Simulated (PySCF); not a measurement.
C₃H₈O₂Si, SMILES COC[SiH2]C=O.

Coordinates come from a B3LYP-D3(BJ)/def2-SVP optimisation. This is a generated structure with no PubChem entry under its InChIKey; it may be hypothetical. One conformer was computed; it need not be the lowest.

Level of theory: B3LYP-D3(BJ)/def2-SVP in PySCF.

Frequencies are harmonic and unscaled.

```tsv
mode	ν (cm⁻¹)	IR (km/mol)	moving atoms (share of kinetic energy)
1	37	4.6	O 36 %, H 31 %, C 29 %
2	67	0.4	C 40 %, O 32 %, H 18 %, Si 10 %
3	87	6.9	O 44 %, H 40 %, C 15 %
4	137	0.7	H 39 %, C 38 %, Si 13 %, O 10 %
5	213	10.6	C 31 %, O 24 %, H 24 %, Si 21 %
6	237	2.4	H 82 %, O 13 %
7	310	1.3	O 48 %, C 29 %, H 18 %
8	388	9.1	H 37 %, Si 22 %, O 21 %, C 21 %
9	479	23.4	H 58 %, Si 24 %, O 9 %, C 9 %
10	610	6.6	H 84 %
11	644	3.4	H 43 %, C 38 %, Si 16 %
12	732	24.7	C 48 %, H 40 %, Si 10 %
13	808	86.9	H 61 %, C 24 %, Si 14 %
14	881	108.2	H 70 %, C 18 %, Si 11 %
15	905	36.7	H 59 %, C 34 %
16	935	84.9	H 93 %
17	975	23.7	C 54 %, O 27 %, H 18 %
18	1172	15.9	H 71 %, C 20 %, O 8 %
19	1173	105.1	O 37 %, C 34 %, H 29 %
20	1208	51.1	H 50 %, C 28 %, O 21 %
21	1229	14.1	H 87 %
22	1309	4.2	H 66 %, C 29 %
23	1379	18.7	H 83 %, C 10 %
24	1453	19.2	H 91 %
25	1458	6.7	H 96 %
26	1467	6.2	H 93 %
27	1494	4.6	H 91 %
28	1787	131.9	C 57 %, O 41 %
29	2227	71.2	H 98 %
30	2235	107.0	H 96 %
31	2814	120.5	H 93 %
32	2944	33.6	H 95 %
33	2967	69.7	H 97 %
34	2984	46.0	H 91 %, C 9 %
35	3025	51.9	H 90 %, C 10 %
36	3126	21.9	H 91 %, C 9 %
```
